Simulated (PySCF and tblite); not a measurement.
Results of a calculation; reference values are marked as such.
System: C₄H₃F₃O₂, numbered as in [CH2:1]=[C:2]([C:3](=[O:4])[OH:5])[C:6]([F:7])([F:8])[F:9].

Motion: rotation about the C2–C3 bond (torsion C1–C2–C3–O4 from 0° to 180°, rising). GFN2-xTB gives an electronic barrier of 3.8 kcal/mol and a reaction energy of 1.2 kcal/mol.

(1) What does PBE0/pcSseg-1 + D3(BJ), IEF-PCM water give on GFN2-xTB geometries?

Programs: tblite and PySCF.

## Answers

(1) A barrier of 5.4 kcal/mol, 1.6 above the tight-binding barrier (from unrounded values), a reaction energy of -0.4 kcal/mol and, with GFN2-xTB thermal terms, ΔG‡(298 K) = 5.4 kcal/mol and k = 1.5×10⁹ s⁻¹ (2 equivalent paths).
